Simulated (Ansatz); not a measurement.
Ga₁₀As₉H₂₆⁻, a nanocrystal cut from wurtzite GaAs (hydrogen-capped). Charge -1, multiplicity 3. Geometry PBE-D4/def2-SVP, that of the charge -1 singlet; atoms count from 1.

```xyz
45

Ga   -1.583    3.512    2.218
As   -0.116    2.343    3.969
Ga   -3.229    2.580   -1.239
As   -1.792    2.544   -3.303
As   -1.562    1.792    0.445
Ga    0.707    1.454   -0.460
Ga    0.915    0.103    3.590
As    2.033    0.379    1.404
Ga   -0.767    0.439   -4.224
As    0.707   -0.182   -2.306
Ga    2.959   -0.439   -3.288
Ga    3.100   -1.800    0.939
As    4.202   -1.414   -1.266
Ga   -2.528   -0.261    1.343
As   -0.971   -1.351    2.960
As   -2.330   -1.782   -0.642
Ga   -0.093   -2.379   -1.610
Ga   -0.284   -3.703    2.423
As    1.125   -3.176    0.416
H    -0.751    4.802    1.824
H    -3.000    3.598    2.926
H     1.032    3.241    4.436
H    -0.811    2.262    5.330
H    -3.651    4.081   -0.938
H    -4.322    1.454   -1.494
H    -0.669    3.559   -3.105
H    -2.502    3.300   -4.431
H     1.431    2.815   -0.840
H     1.832   -0.385    4.783
H     3.209    1.311    1.704
H     0.109    0.814   -5.494
H    -1.981   -0.581   -4.334
H     3.675    0.952   -3.541
H     2.998   -1.620   -4.346
H     4.082   -2.346    2.053
H     5.473   -0.623   -0.948
H     4.917   -2.721   -1.615
H    -4.012   -0.213    1.892
H    -1.792   -1.461    4.246
H    -3.106   -1.106   -1.767
H    -3.219   -3.016   -0.490
H    -0.221   -3.512   -2.708
H     0.638   -4.264    3.585
H    -1.574   -4.482    1.918
H     1.720   -4.518   -0.015
```

Single mean-field runs in def2-TZVP are fitted with def2-universal-jkfit. The highest occupied level of the charge -1 triplet lies above zero (up to 0.17 eV). By energy differences its removal costs 0.79 eV (vertical, to the charge 0 doublet, at PBE0-D4/def2-TZVP); self-interaction error and the lack of diffuse functions both raise the level. At PBE0-D4/def2-TZVP a singlet of charge -1 lies 4.29 eV below the triplet at the same geometry.

(1) Estimate the Mulliken populations of the heavy atoms from the PBE0/def2-TZVP orbitals of Ansatz.

(2) Where does the spin sit?

(3) And the Mayer bond orders between bonded heavy atoms (over 0.3)?

## Answers

(1) 
```
atom  charge (e)  spin (α − β)
 Ga1        0.13          0.19
 As2       -0.22          0.03
 Ga3        0.19          0.01
 As4       -0.25          0.06
 As5       -0.34          0.28
 Ga6        0.18          0.24
 Ga7        0.28          0.02
 As8       -0.33          0.12
 Ga9        0.19          0.01
As10       -0.34          0.28
Ga11        0.13          0.19
Ga12        0.28          0.02
As13       -0.22          0.03
Ga14        0.29          0.02
As15       -0.34          0.03
As16       -0.21          0.07
Ga17        0.29          0.02
Ga18        0.19          0.00
As19       -0.34          0.03
```
Mulliken values and Mayer orders depend strongly on the basis.

(2) Summed by element: Ga 0.71, As 0.93, H 0.36, of 2 unpaired in all. Largest on single atoms: As5 0.28, As10 0.28, Ga6 0.24.

(3) Ga1–As2 0.65 (2.57 Å); Ga1–As5 0.64 (2.47 Å); As2–Ga7 0.68 (2.49 Å); Ga3–As4 0.66 (2.52 Å); Ga3–As5 0.74 (2.50 Å); As4–Ga9 0.66 (2.52 Å); As5–Ga6 0.65 (2.47 Å); As5–Ga14 0.81 (2.44 Å); Ga6–As8 0.76 (2.53 Å); Ga6–As10 0.65 (2.47 Å); Ga7–As8 0.74 (2.47 Å); Ga7–As15 0.78 (2.46 Å); As8–Ga12 0.74 (2.47 Å); Ga9–As10 0.74 (2.50 Å); As10–Ga11 0.64 (2.47 Å); As10–Ga17 0.81 (2.44 Å); Ga11–As13 0.65 (2.57 Å); Ga12–As13 0.68 (2.49 Å); Ga12–As19 0.78 (2.46 Å); Ga14–As15 0.77 (2.50 Å); Ga14–As16 0.68 (2.51 Å); As15–Ga18 0.70 (2.51 Å); As16–Ga17 0.68 (2.51 Å); Ga17–As19 0.77 (2.50 Å); Ga18–As19 0.70 (2.51 Å).
